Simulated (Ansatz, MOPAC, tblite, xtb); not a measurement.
Dissociation curve of Ir(F)6, SMILES [F][Ir]([F])([F])([F])([F])[F], quartet. The Ir1–F7 bond (Ir1 also carries F, F, F, F, F; F7 carries nothing else) is pulled apart rigidly from the PBE0/def2-TZVP, def2 effective core potentials past Kr optimised geometry.

Methods: GFN2-xTB, 300 K electronic temperature (tblite); PM6, unrestricted, heats of formation (MOPAC); GFN1-xTB (xtb); UKS-PBE0 = Ansatz (a program for electronic structure) with unrestricted PBE0/def2-TZVP, def2 effective core potentials past Kr.

Energies relative to the lowest point of each curve near equilibrium, in kJ/mol; the last columns give the difference from UKS-PBE0:

| R / Å | GFN2-xTB | PM6 | GFN1-xTB | UKS-PBE0 | GFN2-xTB − UKS-PBE0 | PM6 − UKS-PBE0 | GFN1-xTB − UKS-PBE0 |
|---|---|---|---|---|---|---|---|
| 1.51 | 173.5 | 144.1 | 189.3 | 314.6 | -141.1 | -170.4 | -125.2 |
| 1.62 | 59.7 | 50.7 | 64.2 | 108.4 | -48.7 | -57.7 | -44.3 |
| 1.72 | 15.1 | 12.2 | 15.3 | 25.0 | -9.9 | -12.9 | -9.7 |
| 1.76 | 6.6 | 4.9 | 6.2 | 9.7 | -3.1 | -4.8 | -3.5 |
| 1.83 | 0.0 | 0.0 | 0.0 | 0.0 | 0.0 | 0.0 | 0.0 |
| 1.89 | 0.5 | 1.7 | 2.0 | 4.4 | -3.9 | -2.7 | -2.5 |
| 1.95 | 4.9 | 7.2 | 8.7 | 17.1 | -12.1 | -9.9 | -8.3 |
| 2.10 | 26.1 | 28.7 | 38.3 | 69.6 | -43.4 | -40.9 | -31.2 |
| 2.22 | 48.1 | 47.1 | 68.1 | 121.4 | -73.3 | -74.3 | -53.3 |
| 2.40 | 82.9 | 69.8 | 113.5 | 200.7 | -117.8 | -130.9 | -87.2 |
| 2.70 | 134.4 | 99.4 | 174.8 | 296.8 | -162.4 | -197.4 | -122.0 |
| 3.03 | 174.9 | — | — | 330.8 | -155.8 | — | — |
| 3.40 | — | — | — | 340.1 | — | — | — |
| 3.87 | — | — | — | 344.6 | — | — | — |
| 4.49 | — | — | — | 347.2 | — | — | — |
| 5.36 | — | — | — | 348.7 | — | — | — |

GFN2-xTB is furthest from UKS-PBE0 at 2.70 (-162.4 kJ/mol, below); its mean absolute difference over the points is 64.3 kJ/mol.

PM6 is furthest from UKS-PBE0 at 2.70 (-197.4 kJ/mol, below); its mean absolute difference over the points is 63.8 kJ/mol.

GFN1-xTB is furthest from UKS-PBE0 at 1.51 (-125.2 kJ/mol, below); its mean absolute difference over the points is 44.3 kJ/mol.

A dash means that the run gave no value there, or that the column was ended at a point which the program doubted or which failed a test of continuity chosen for this set; such a test can also cut sound points.

The unrestricted solution behind UKS-PBE0 changes between 2.70 and 3.03 Å, which can leave a kink. The unrestricted determinant behind UKS-PBE0 is spin-contaminated at 2.70 Å (<S²> up to 4.2, against 3.75 for a pure quartet).
